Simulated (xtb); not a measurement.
aminoborane (BH4N), SMILES BN. All values are semi-empirical tight-binding results from xtb (GFN2-xTB unless named), good for trends rather than for accurate numbers. Geometry optimised at GFN2-xTB.

Optimised geometry:

Bonds (Å): B1–N2 1.378, B1–H3 1.171, B1–H4 1.171, N2–H5 1.007, N2–H6 1.007. Angles (°): N2–B1–H3 118.9, N2–B1–H4 118.9, H3–B1–H4 122.1, B1–N2–H5 123.8, B1–N2–H6 123.8, H5–N2–H6 112.4.
Charge 0, spin multiplicity 1.

Question: Estimate the properties. (Estimate from the structure and the level; the computed values follow.)

Answer: 
- point group as xtb finds it = C2v
- orbital gap = 6.07 eV
- dipole moment = 2.13 D
- zero-point energy = 29.1 kcal/mol
- G − E(el) at 298.15 K (modified RRHO) = 15.5 kcal/mol
- static polarisability (D4 model) = 26.4 bohr³
- solvation energy, GFN2-xTB/ALPB(water) = -4.4 kcal/mol
- solvation energy, GFN2-xTB/ALPB(methanol) = -4.1 kcal/mol

Question: Give the IR lines (harmonic; lines under 4 % of the strongest left out, lines within 3 cm⁻¹ merged). (Estimate from the structure and the level; the computed values follow.)

Answer: ν (cm⁻¹): 635 (vs), 873 (m), 1043 (m), 1138 (w), 1367 (m), 1554 (m), 2615 (s), 2645 (vs) (against the strongest line: vs over 80 %, s over 45 %, m over 15 %, w over 4 %, vw less)

Computed atomic charges and the Wiberg bond orders between heavy atoms:
charges (e) B1 0.23, N2 -0.31, H3 -0.12, H4 -0.12, H5 0.16, H6 0.16. Bond orders B1–N2 1.46.
